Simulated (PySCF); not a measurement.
H3O4P, charge +1, doublet, at a GFN2-xTB geometry (a state made from the parent by changing its charge; the spin is typed, not shown lowest); PySCF with CASSCF(5,6)/STO-3G.

The PySCF input:
```python
from pyscf import gto, scf, mcscf
import numpy

mol = gto.M(
    atom='''
O     0.560092   -0.027472    1.431516
P     0.036919   -0.004778   -0.027295
O     1.183338   -0.001208   -1.028308
O    -0.883078   -1.236457   -0.228002
O    -0.824006    1.274914   -0.217024
H     1.072586    0.706419    1.788332
H    -0.575680   -2.126951   -0.025647
H    -1.341446    1.413981   -1.018716
''',
    basis='sto-3g',
    charge=1,
    spin=1,
    verbose=4,
)

mf = scf.ROHF(mol)
mf.kernel()
mc = mcscf.CASSCF(mf, 6, 5)
mc.fix_spin_(ss=0.75)
mc.kernel()
occ = numpy.linalg.eigvalsh(mc.fcisolver.make_rdm1(mc.ci, mc.ncas, mc.nelecas))[::-1]
ss = mc.fcisolver.spin_square(mc.ci, mc.ncas, mc.nelecas)[0]
print('natural occupations', occ.round(4), ' <S^2>', round(ss, 4))
```

It wrote (shortened):

```
PySCF version 2.14.0

[INPUT] verbose = 4
[INPUT] num. atoms = 8
[INPUT] num. electrons = 49
[INPUT] charge = 1
[INPUT] spin (= nelec alpha-beta = 2S) = 1
[INPUT] symmetry False subgroup None
[INPUT] Mole.unit = angstrom
[INPUT] Symbol           X                Y                Z      unit          X                Y                Z       unit  Magmom
[...]
nuclear repulsion = 282.104455338462
number of shells = 20
number of NR pGTOs = 96
number of NR cGTOs = 32
basis = sto-3g
ecp = {}

******** <class 'pyscf.scf.rohf.ROHF'> ********
method = ROHF
initial guess = minao
damping factor = 0
level_shift factor = 0
DIIS = <class 'pyscf.scf.diis.CDIIS'>
diis_start_cycle = 1
diis_space = 8
diis_damp = 0
SCF conv_tol = 1e-09
SCF conv_tol_grad = None
SCF max_cycles = 50
direct_scf = True
direct_scf_tol = 1e-13
num. doubly occ = 24  num. singly occ = 1
Set gradient conv threshold to 3.16228e-05
init E= -635.290010631282
[...]
cycle= 1 E= -633.530413639329  delta_E= 1.76  |g|= 0.602  |ddm|= 2.73
[...]
cycle= 2 E= -633.707945613499  delta_E= -0.178  |g|= 0.188  |ddm|= 0.906
[...]
cycle= 3 E= -633.724651689037  delta_E= -0.0167  |g|= 0.0453  |ddm|= 0.299
[...]
cycle= 4 E= -633.725925130637  delta_E= -0.00127  |g|= 0.0185  |ddm|= 0.0913
[...]
cycle= 5 E= -633.726188542158  delta_E= -0.000263  |g|= 0.00806  |ddm|= 0.0496
[...]
cycle= 6 E= -633.726265721192  delta_E= -7.72e-05  |g|= 0.00186  |ddm|= 0.0207
[...]
cycle= 7 E= -633.726269694921  delta_E= -3.97e-06  |g|= 0.000724  |ddm|= 0.00502
[...]
cycle= 8 E= -633.726270543817  delta_E= -8.49e-07  |g|= 0.000337  |ddm|= 0.00246
[...]
cycle= 9 E= -633.726270765948  delta_E= -2.22e-07  |g|= 0.000142  |ddm|= 0.00118
[...]
cycle= 10 E= -633.726270833435  delta_E= -6.75e-08  |g|= 6.44e-05  |ddm|= 0.000648
[...]
cycle= 11 E= -633.726270855634  delta_E= -2.22e-08  |g|= 4.08e-05  |ddm|= 0.000381
[...]
cycle= 12 E= -633.726270868376  delta_E= -1.27e-08  |g|= 3.25e-05  |ddm|= 0.000294
[...]
cycle= 13 E= -633.726270876318  delta_E= -7.94e-09  |g|= 3.08e-05  |ddm|= 0.000191
[...]
cycle= 14 E= -633.726270882893  delta_E= -6.57e-09  |g|= 3.08e-05  |ddm|= 0.000158
[...]
cycle= 15 E= -633.726270890779  delta_E= -7.89e-09  |g|= 3.06e-05  |ddm|= 0.000189
[...]
cycle= 16 E= -633.726270926573  delta_E= -3.58e-08  |g|= 3.02e-05  |ddm|= 0.000869
[...]
cycle= 17 E= -633.726271082122  delta_E= -1.56e-07  |g|= 2.83e-05  |ddm|= 0.00395
[...]
cycle= 18 E= -633.726271590368  delta_E= -5.08e-07  |g|= 2.57e-05  |ddm|= 0.0158
[...]
[...]
converged SCF energy = -633.726272059297
CASCI E = -633.731363242377  S^2 = 0.7500000
[...]
               |grad[o]|=0.000665  |grad[c]|=0.00118  |ddm|=0.00861  |maxRot[o]|=0.0196
macro iter  41 (  9 JK    4 micro), CASSCF E = -633.756863834765  dE = -1.97285988e-05  S^2 = 0.7500000
               |grad[o]|=0.000654  |grad[c]|=0.00116  |ddm|=0.00851  |maxRot[o]|=0.0197
macro iter  42 (  9 JK    4 micro), CASSCF E = -633.756883062325  dE = -1.92275600e-05  S^2 = 0.7500000
               |grad[o]|=0.000651  |grad[c]|=0.00115  |ddm|=0.0084  |maxRot[o]|=0.0197
macro iter  43 (  9 JK    4 micro), CASSCF E = -633.756901713465  dE = -1.86511403e-05  S^2 = 0.7500000
               |grad[o]|=0.000651  |grad[c]|=0.00113  |ddm|=0.00827  |maxRot[o]|=0.0196
macro iter  44 (  9 JK    4 micro), CASSCF E = -633.756919662864  dE = -1.79493986e-05  S^2 = 0.7500000
               |grad[o]|=0.00063  |grad[c]|=0.0011  |ddm|=0.0081  |maxRot[o]|=0.0195
macro iter  45 (  9 JK    4 micro), CASSCF E = -633.756936819368  dE = -1.71565044e-05  S^2 = 0.7500000
               |grad[o]|=0.000613  |grad[c]|=0.00107  |ddm|=0.00791  |maxRot[o]|=0.0194
macro iter  46 (  9 JK    4 micro), CASSCF E = -633.756953101403  dE = -1.62820348e-05  S^2 = 0.7500000
               |grad[o]|=0.000608  |grad[c]|=0.00104  |ddm|=0.00771  |maxRot[o]|=0.0191
macro iter  47 (  9 JK    4 micro), CASSCF E = -633.756968460895  dE = -1.53594918e-05  S^2 = 0.7500000
               |grad[o]|=0.000592  |grad[c]|=0.00101  |ddm|=0.00749  |maxRot[o]|=0.0188
macro iter  48 (  9 JK    4 micro), CASSCF E = -633.756982810913  dE = -1.43500182e-05  S^2 = 0.7500000
               |grad[o]|=0.000571  |grad[c]|=0.000975  |ddm|=0.00724  |maxRot[o]|=0.0185
macro iter  49 (  9 JK    4 micro), CASSCF E = -633.756996135281  dE = -1.33243682e-05  S^2 = 0.7500000
               |grad[o]|=0.000556  |grad[c]|=0.000937  |ddm|=0.00699  |maxRot[o]|=0.0181
macro iter  50 (  9 JK    4 micro), CASSCF E = -633.757008402826  dE = -1.22675451e-05  S^2 = 0.7500000
               |grad[o]|=0.000534  |grad[c]|=0.000899  |ddm|=0.00671  |maxRot[o]|=0.0176
1-step CASSCF not converged,  50 macro (724 JK 198 micro) steps
CASSCF canonicalization
Density matrix diagonal elements [1.93131217 1.97352259 1.05264041 0.01688317 0.01674049 0.00890117]
CASSCF energy = -633.757008402826
CASCI E = -633.757008402826  E(CI) = -7.95335148960874  S^2 = 0.7500000
natural occupations [1.9808e+00 1.9770e+00 1.0003e+00 2.2700e-02 1.7300e-02 1.9000e-03]  <S^2> 0.75
```

The run did not converge; its last values are not results.
